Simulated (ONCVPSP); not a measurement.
Before and after: ONCV potential for C (Z = 6)

```json
{"Element": "C", "Generator": "ONCVPSP 4.0.1", "Type": "optimised norm-conserving Vanderbilt (ONCV)", "Functional": "revPBE", "Relativity": "scalar-relativistic", "Frozen core": "[He]", "Valence charge": "4", "Reference configuration": "2s2 2p1.5 (charge +0.5)", "Partial waves": "2s: rc 1.25 bohr, ncon 4, nbas 7, qcut 5.5 1/bohr, 2 projectors, debl 2.5 Ha; 2p: rc 3.10 bohr, ncon 4, nbas 8, qcut 4 1/bohr, 2 projectors, debl 3.5 Ha; d scattering state at 0.25 Ha: rc 2.95 bohr, ncon 3, nbas 6, qcut 3 1/bohr, 2 projectors, debl 1.1 Ha", "Local potential": "polynomial inside 0.90 bohr (lpopt 2, dvloc0 2 Ha)", "Core correction": "Teter function, fcfact 5, rcfact 1.2"}
```

All-electron outer shells of the reference configuration (revPBE, scalar-relativistic, ld1.x):

```
shell  level (eV)  outermost node (bohr)  outermost maximum (bohr)
   1s     -280.44                      –                      0.17
   2s      -19.41                   0.38                      1.20
   2p      -10.67                      –                      1.17
```

Change: core correction Teter function, fcfact 5, rcfact 1.34.

Cutoffs: the cutoffs (Ha) at which the residual kinetic energy of the hardest occupied pseudo-wave falls to 1 and 0.1 mHa per electron; they do not see the model core or the augmentation charge, which bear on the density cutoff. Errors are all-electron minus pseudo energies relative to the spin-unpolarised reference configuration.

Task: How do hardness, ghosts and transferability respond?

Result: The potential gets neither clearly harder nor softer (18 Ha and 68 Ha → 18 Ha and 68 Ha); the errors of the 4 common tests hardly move; neither file shows a bound ghost. A model core, the more so a compact one, raises the density cutoff, which this test does not measure.

```csv
quantity,base,changed
"cutoff, loose",18 Ha,18 Ha
"cutoff, tight",68 Ha,68 Ha
bound ghosts,none,none
GHOST(+) flags under 300 eV,d at 10.9 eV,d at 10.9 eV
"error for 2s2 2p2, meV [ΔE -3.94 eV]",+42,+42
"error for 2s2 2p1, meV [ΔE 6.87 eV]",+82,+82
"error for 2s2 2p0, meV [ΔE 30.95 eV]",+1238,+1244
"error for 2s1 2p3, meV [ΔE 4.62 eV]",+96,+94
s: phases at 1.27 bohr within 0.05 rad from the reference energy up to (Ha; the scan ends near 5),to the end of the scan,to the end of the scan
p: phases at 3.14 bohr within 0.05 rad from the reference energy up to (Ha; the scan ends near 5),-0.2,-0.2
d: phases at 3.00 bohr within 0.05 rad from the reference energy up to (Ha; the scan ends near 5),0.3,0.3
"rms error of d²Exc/dni dnj with the model core, mHa",0.49,0.79
```
